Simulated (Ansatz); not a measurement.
Species: sum formula InClF2, net charge 0, singlet state. SMILES: [F][In]([F])[Cl]
Coordinates optimised at B3LYP-D3(BJ)/def2-TZVP (Ansatz, a first-principles code):
```
In
F 1 1.9364
F 1 1.9364 2 114.76
Cl 1 2.2976 2 122.62 3 180.00
```
Charge 0, spin multiplicity 1.

Wanted: atomisation energy (electronic, to ground-state atoms), in kcal/mol. Cores are frozen in the correlated levels unless marked. Open shells are spin-unrestricted. Spin-orbit coupling is left out. The frozen core is the preceding noble-gas configuration, with the filled d and f shells of earlier blocks. In def2 rows, elements after Kr have scalar-relativistic effective core potentials. STO-3G rows are all-electron and non-relativistic. The coupled-cluster limit lacks core correlation, which all-electron functionals hold. CBS(X,Y): correlation extrapolated as X^-3; Hartree-Fock from the larger set.

```json
[
 {"level": "HF/def2-SVPD", "program": "Ansatz", "atomisation energy (kcal/mol)": "182.1"},
 {"level": "HF/def2-QZVPP", "program": "Ansatz", "atomisation energy (kcal/mol)": "183.8"},
 {"level": "HF/def2-QZVPPD", "program": "Ansatz", "atomisation energy (kcal/mol)": "183.8"},
 {"level": "BLYP/def2-TZVPD", "program": "Ansatz", "atomisation energy (kcal/mol)": "266.2"}
]
```

Question: Estimate the value at CCSD(T)/CBS(def2-TZVPPD,def2-QZVPPD) as computed with Ansatz.

Answer: 286.6 kcal/mol
